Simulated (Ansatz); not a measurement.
Computed with Ansatz on PBE0-D4/def2-TZVP structures; ΔE is electronic, products minus reactants. CBS: MP2 limit from def2 TZ/QZ plus the TZ coupled-cluster correction, frozen cores. This one scheme is used for every species. DFT in def2-TZVPP. Each species was taken in one conformer, which may not be the lowest.

`O[Si](O)([SiH3])Cl` → `O[SiH3]` + `O[Si]Cl`  (silylene formation by 1,1-elimination)

`O[Si](O)([SiH3])Cl`:

Z-matrix (Å, degrees):
```
Si
O 1 1.627
Si 1 2.331 2 107.6
O 1 1.638 2 108.5 3 124.7
Cl 1 2.073 2 111.1 3 -118.5
H 2 0.960 1 118.3 3 -173.4
H 3 1.485 1 109.9 2 -61.0
H 3 1.487 1 108.4 2 179.7
H 3 1.486 1 110.4 2 60.1
H 4 0.959 1 117.6 2 148.8
```

`O[SiH3]`:

Z-matrix (Å, degrees):
```
Si
O 1 1.648
H 1 1.489 2 111.7
H 1 1.489 2 111.7 3 120.9
H 1 1.481 2 105.9 3 -119.6
H 2 0.957 1 117.9 3 -60.5
```

`O[Si]Cl`:

Z-matrix (Å, degrees):
```
O
Si 1 1.637
H 1 0.963 2 120.4
Cl 2 2.110 1 101.3 3 -0.0
```

| level | ΔE (kcal/mol) | difference from CCSD(T)/CBS |
| --- | --- | --- |
| r2SCAN0-D4 | 43.5 | 5.3 |
| BHLYP-D4 | 39.6 | 1.4 |
| B2PLYP | 34.6 | -3.6 |
| revPBE | 32.4 | -5.8 |
| PBE0 | 39.5 | 1.3 |
| RPA@PBE/def2-TZVPP | 32.6 | -5.6 |
| MP2/def2-SVP | 37.4 | -0.8 |
| HF/def2-QZVPP | 34.0 | -4.2 |
| SCS-MP2/def2-QZVPP | 37.0 | -1.2 |
| HF/CBS(def2) | 34.0 | -4.2 |
| CCSD(T)/CBS | 38.2 | 0 |

Largest T1 diagnostic among the species: 0.014.

At CCSD(T), def2-SVP lies −3.7 kcal/mol from the extrapolated value and def2-TZVPP −1.2 kcal/mol. In def2-TZVPP, CCSD(T) changes the Hartree–Fock value by +2.9 kcal/mol (the triples alone add +0.4 kcal/mol) and MP2 by +4.6 kcal/mol. From BLYP to BHLYP (50 % exact exchange), in def2-TZVPP and without D4, ΔE moves by +8.3 kcal/mol.

CCSD(T)/CBS has its own doubt, a few kJ/mol and more with outer-core shells, so smaller differences from it don't rank the levels.
